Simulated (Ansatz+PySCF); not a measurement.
doublet NiH₂O(+): levels of theory in one basis

```json
{"atom": "Ni", "x (Å)": "0.0000", "y (Å)": "0.0000", "z (Å)": "0.0000"}
{"atom": "O", "x (Å)": "0.0000", "y (Å)": "0.0000", "z (Å)": "1.9500"}
{"atom": "H", "x (Å)": "0.7750", "y (Å)": "0.0000", "z (Å)": "2.5250"}
{"atom": "H", "x (Å)": "-0.7750", "y (Å)": "0.0000", "z (Å)": "2.5250"}
```

Basis set: def2-SVP (spherical functions). Correlated methods keep 6 orbitals frozen. Correlation on ROHF uses semicanonical orbitals with singles. Charge 1, multiplicity 2.

Computed with Ansatz (development build ahead of 0.2.0); each method stands on the lowest determinant of its kind that the runs found.

```
 method  E − E(ROHF) (eV)  <S²> of the determinant
   ROHF              0.00                     0.75
    UHF             -0.79                     1.71
UHF-MP2            -13.68                     1.71
```

Problem. What does ROHF-MP2 give on the same scale?

Solution. -14.96 eV.

The restricted and unrestricted rows may stand on different electronic states: another unrestricted solution lies nearer the restricted one.

Caution: another spin multiplicity may lie lower. Caution for ROHF, ROHF-MP2: an unrestricted determinant lies well below. Caution for UHF, UHF-MP2: the unrestricted determinant is a mixture of spin states.
